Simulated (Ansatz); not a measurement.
Job for Ansatz (a program for electronic structure): R-B3LYP/def2-TZVPP on H2O (SMILES O).

Ansatz 0.2 input:
```yaml
crystal:
  periodic: [false, false, false]
  atoms:
    - {symbol: O, position_ang: [-0.00000000, 0.00000000, 0.38961139]}
    - {symbol: H, position_ang: [0.00000000, 0.76498632, -0.19485569]}
    - {symbol: H, position_ang: [0.00000000, -0.76498632, -0.19485569]}
basis:
  gaussian:
    orbitals: def2-TZVPP
hamiltonian:
  xc: {name: B3LYP}
scf: {lower_state_search: off}
```

What total energy does the run end on?

-76.4667 hartree.
